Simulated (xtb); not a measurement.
xtb input (GFN2-xTB):

```bash
xtb mol.xyz --gfn 2 --sp --chrg 1 --uhf 0
```
mol.xyz:
```
3

Y      0.84788866     0.23586021     0.20372059
Br    -0.61816569     1.49832956    -1.39365175
Br    -0.32662452    -1.76114521     1.16664881
```

Output:

```
           -------------------------------------------------
          |                Calculation Setup                |
           -------------------------------------------------

           -------------------------------------------------
          |                 G F N 2 - x T B                 |
           -------------------------------------------------

        Reference                      10.1021/acs.jctc.8b01176
      * Hamiltonian:
        H0-scaling (s, p, d)           1.850000    2.230000    2.230000
        zeta-weighting                 0.500000
      * Dispersion:
        s8                             2.700000
        a1                             0.520000
        a2                             5.000000
        s9                             5.000000
      * Repulsion:
        kExp                           1.500000    1.000000
        rExp                           1.000000
      * Coulomb:
        alpha                          2.000000
        third order                    shell-resolved
        anisotropic                    true
        a3                             3.000000
        a5                             4.000000
        cn-shift                       1.200000
        cn-exp                         4.000000
        max-rad                        5.000000

          ...................................................
          :                      SETUP                      :
          :.................................................:
          :  # basis functions                  30          :
          :  # atomic orbitals                  27          :
          :  # shells                            9          :
          :  # electrons                        16          :
          :  max. iterations                   250          :
          :  Hamiltonian                  GFN2-xTB          :
          :  restarted?                      false          :
          :  GBSA solvation                  false          :
          :  PC potential                    false          :
          :  electronic temp.          300.0000000     K    :
          :  accuracy                    1.0000000          :
          :  -> integral cutoff          0.2500000E+02      :
          :  -> integral neglect         0.1000000E-07      :
          :  -> SCF convergence          0.1000000E-05 Eh   :
          :  -> wf. convergence          0.1000000E-03 e    :
          :  Broyden damping             0.4000000          :
          :  net charge                          1          :
          :  unpaired electrons                  0          :
          ...................................................

 iter      E             dE          RMSdq      gap      omega  full diag
   1     16.7178165  0.167178E+02  0.787E+01    5.23       0.0  T
   2     -6.4452823 -0.231631E+02  0.494E+01   19.27       1.0  T
   3     -7.0978408 -0.652559E+00  0.288E+01   15.09       1.0  T
   4     -7.6702483 -0.572407E+00  0.223E+01   12.36       1.0  T
   5     -7.4746069  0.195641E+00  0.257E+01   13.31       1.0  T
   6     -7.9053628 -0.430756E+00  0.201E+01   10.87       1.0  T
   7     -8.3169821 -0.411619E+00  0.150E+01    7.42       1.0  T
   8     -8.4481905 -0.131208E+00  0.138E+01    6.46       1.0  T
   9     -8.2236235  0.224567E+00  0.145E+01    8.14       1.0  T
  10     -9.0327121 -0.809089E+00  0.494E+00    0.85       1.0  T
  11     -9.0292445  0.346758E-02  0.544E+00    0.59       1.0  T
  12     -8.9702681  0.589764E-01  0.526E+00    0.30       1.0  T
  13     -8.8338374  0.136431E+00  0.587E+00    0.18       1.0  T
  14     -8.8886763 -0.548389E-01  0.543E+00    0.21       1.0  T
  15     -8.8902253 -0.154895E-02  0.542E+00    0.21       1.0  T
  16      3.2265474  0.121168E+02  0.531E+01    0.10       1.0  T
  17     -9.0299669 -0.122565E+02  0.625E+00    0.98       1.0  T
  18     -8.8662877  0.163679E+00  0.508E+00    0.20       1.0  T
  19     -4.6094606  0.425683E+01  0.335E+01    0.05       1.0  T
  20     -9.0188313 -0.440937E+01  0.489E+00    0.46       1.0  T
  21     -6.8170853  0.220175E+01  0.245E+01    0.01       1.0  T
  22     -8.9816422 -0.216456E+01  0.352E+00    0.30       1.0  T
  23      6.5741486  0.155558E+02  0.614E+01    0.18       1.0  T
  24     13.7901160  0.721597E+01  0.712E+01    1.84       1.0  T
  25     -0.2813768 -0.140715E+02  0.461E+01    0.06       1.0  T
  26     -8.9359700 -0.865459E+01  0.405E+00    0.24       1.0  T
  27     -8.8887158  0.472542E-01  0.703E+00    3.11       1.0  T
  28     -9.0197968 -0.131081E+00  0.273E+00    1.30       1.0  T
  29     -9.0333864 -0.135896E-01  0.134E+00    0.77       1.0  T
  30     -9.0318836  0.150275E-02  0.676E-01    0.63       1.0  T
  31     -9.0334309 -0.154733E-02  0.850E-01    0.76       1.0  T
  32     -9.0333883  0.426723E-04  0.723E-01    0.78       1.0  T
  33     -9.0328304  0.557921E-03  0.469E-01    0.67       1.0  T
  34     -9.0333749 -0.544563E-03  0.227E-01    0.72       1.0  T
  35     -9.0332737  0.101265E-03  0.277E-01    0.80       1.0  T
  36     -9.0333799 -0.106248E-03  0.210E-01    0.78       1.0  T
  37     -9.0334259 -0.460229E-04  0.167E-01    0.77       1.0  T
  38     -9.0334197  0.622594E-05  0.151E-01    0.77       1.0  T
  39     -9.0334071  0.125996E-04  0.142E-01    0.77       1.0  T
  40     -9.0334105 -0.338705E-05  0.127E-01    0.77       1.0  T
  41     -9.0334130 -0.247733E-05  0.122E-01    0.77       1.0  T
  42     -9.0334146 -0.164379E-05  0.118E-01    0.77       1.0  T
  43     -9.0334210 -0.636507E-05  0.106E-01    0.77       1.0  T
  44     -9.0334348 -0.138589E-04  0.737E-02    0.76       1.0  T
  45     -9.0334416 -0.675251E-05  0.496E-02    0.76       1.2  T
  46     -9.0334434 -0.183781E-05  0.368E-02    0.75       1.6  T
  47     -9.0334420  0.143956E-05  0.388E-02    0.75       1.5  T
  48     -9.0334406  0.137220E-05  0.424E-02    0.75       1.4  T
  49     -9.0334402  0.359241E-06  0.430E-02    0.75       1.3  T
  50     -9.0334404 -0.141600E-06  0.420E-02    0.75       1.4  T
  51     -9.0334407 -0.321351E-06  0.404E-02    0.75       1.4  T
  52     -9.0334410 -0.266843E-06  0.390E-02    0.75       1.5  T
  53     -9.0334412 -0.187416E-06  0.380E-02    0.75       1.5  T
  54     -9.0334413 -0.128077E-06  0.373E-02    0.75       1.5  T
  55     -9.0334414 -0.118609E-06  0.366E-02    0.75       1.6  T
  56     -9.0334416 -0.182091E-06  0.355E-02    0.75       1.6  T
  57     -9.0334420 -0.388291E-06  0.326E-02    0.75       1.8  T
  58     -9.0334428 -0.814300E-06  0.239E-02    0.75       2.4  T
  59     -9.0334434 -0.632316E-06  0.708E-03    0.75       8.2  T
  60     -9.0334434 -0.191532E-07  0.116E-03    0.75      49.7  T
  61     -9.0334435 -0.293444E-08  0.202E-04    0.75     285.4  T
  62     -9.0334435 -0.844533E-10  0.515E-05    0.75    1120.7  T

   *** convergence criteria satisfied after 62 iterations ***

         #    Occupation            Energy/Eh            Energy/eV
      -------------------------------------------------------------
         1        2.0000           -1.0972916             -29.8588
         2        2.0000           -1.0849089             -29.5219
         3        2.0000           -0.8157148             -22.1967
         4        2.0000           -0.6691927             -18.2097
         5        2.0000           -0.6691245             -18.2078
         6        2.0000           -0.6606294             -17.9766
         7        2.0000           -0.6490189             -17.6607
         8        2.0000           -0.6480061             -17.6331 (HOMO)
         9        0.0000           -0.6203188             -16.8797 (LUMO)
        10        0.0000           -0.6183893             -16.8272
        11                         -0.6173594             -16.7992
        12                         -0.6168287             -16.7848
        13                         -0.6124446             -16.6655
       ...                                ...                  ...
        27                          0.9063773              24.6638
      -------------------------------------------------------------
                  HL-Gap            0.0276873 Eh            0.7534 eV
             Fermi-level           -0.6341090 Eh          -17.2550 eV

 SCC (total)                   0 d,  0 h,  0 min,  0.010 sec
 SCC setup                      ...        0 min,  0.000 sec (  0.646%)
 Dispersion                     ...        0 min,  0.000 sec (  0.150%)
 classical contributions        ...        0 min,  0.000 sec (  0.098%)
 integral evaluation            ...        0 min,  0.001 sec (  6.359%)
 iterations                     ...        0 min,  0.008 sec ( 83.001%)
 molecular gradient             ...        0 min,  0.001 sec (  8.993%)
 printout                       ...        0 min,  0.000 sec (  0.685%)

         :::::::::::::::::::::::::::::::::::::::::::::::::::::
         ::                     SUMMARY                     ::
         :::::::::::::::::::::::::::::::::::::::::::::::::::::
         :: total energy              -9.021116451905 Eh    ::
         :: gradient norm              0.027408172859 Eh/a0 ::
         :: HOMO-LUMO gap              0.753410192863 eV    ::
         ::.................................................::
         :: SCC energy                -9.033443433864 Eh    ::
         :: -> isotropic ES            0.116973412024 Eh    ::
         :: -> anisotropic ES          0.005743787120 Eh    ::
         :: -> anisotropic XC         -0.010993819354 Eh    ::
         :: -> dispersion             -0.002814972114 Eh    ::
         :: repulsion energy           0.012326981959 Eh    ::
         :: add. restraining           0.000000000000 Eh    ::
         :: total charge               1.000000000427 e     ::
         :::::::::::::::::::::::::::::::::::::::::::::::::::::

           -------------------------------------------------
          |                Property Printout                |
           -------------------------------------------------

    * Orbital Energies and Occupations

         #    Occupation            Energy/Eh            Energy/eV
      -------------------------------------------------------------
         1        2.0000           -1.0972916             -29.8588
         2        2.0000           -1.0849089             -29.5219
         3        2.0000           -0.8157148             -22.1967
         4        2.0000           -0.6691927             -18.2097
         5        2.0000           -0.6691245             -18.2078
         6        2.0000           -0.6606294             -17.9766
         7        2.0000           -0.6490189             -17.6607
         8        2.0000           -0.6480061             -17.6331 (HOMO)
         9        0.0000           -0.6203188             -16.8797 (LUMO)
        10        0.0000           -0.6183893             -16.8272
        11                         -0.6173594             -16.7992
        12                         -0.6168287             -16.7848
        13                         -0.6124446             -16.6655
        14                         -0.5161094             -14.0441
        15                         -0.2614967              -7.1157
        16                         -0.1984997              -5.4015
        17                         -0.1917182              -5.2169
        18                         -0.1884359              -5.1276
        19                         -0.1843703              -5.0170
       ...                                ...                  ...
        27                          0.9063773              24.6638
      -------------------------------------------------------------
                  HL-Gap            0.0276873 Eh            0.7534 eV
             Fermi-level           -0.6341090 Eh          -17.2550 eV

     #   Z          covCN         q      C6AA      α(0)
Note: The following floating-point exceptions are signalling: IEEE_DENORMAL
normal termination of xtb
     1  39 Y        1.491     0.633  1020.389   113.997
     2  35 Br       0.746     0.184   179.380    21.592
     3  35 Br       0.746     0.184   179.380    21.592

 Mol. C6AA /au·bohr⁶  :       3220.293357
 Mol. C8AA /au·bohr⁸  :     402680.434832
 Mol. α(0) /au        :        157.181425

Wiberg/Mayer (AO) data.
largest (>0.10) Wiberg bond orders for each atom

 ---------------------------------------------------------------------------
     #   Z sym  total        # sym  WBO       # sym  WBO       # sym  WBO
 ---------------------------------------------------------------------------
     1  39 Y    2.649 --     3 Br   1.325     2 Br   1.325
     2  35 Br   1.716 --     1 Y    1.325     3 Br   0.391
     3  35 Br   1.716 --     1 Y    1.325     2 Br   0.391
 ---------------------------------------------------------------------------

Topologies differ in total number of bonds
Writing topology from bond orders to xtbtopo.mol

molecular dipole:
                 x           y           z       tot (Debye)
 q only:        0.686       0.191       0.165
   full:        2.447       0.681       0.588       6.626
molecular quadrupole (traceless):
                xx          xy          yy          xz          yz          zz
 q only:       -1.002       0.332       1.530       1.058      -3.914      -0.528
  q+dip:        4.392       1.568      -2.658       0.962       2.409      -1.733
   full:        4.748       1.122      -3.642      -0.022       5.400      -1.106

           -------------------------------------------------
          | TOTAL ENERGY               -9.021116451905 Eh   |
          | GRADIENT NORM               0.027408172859 Eh/α |
          | HOMO-LUMO GAP               0.753410192863 eV   |
           -------------------------------------------------

------------------------------------------------------------------------
------------------------------------------------------------------------
 total:
 SCF:
```

The spin state was set by rule; other spins were not relaxed.
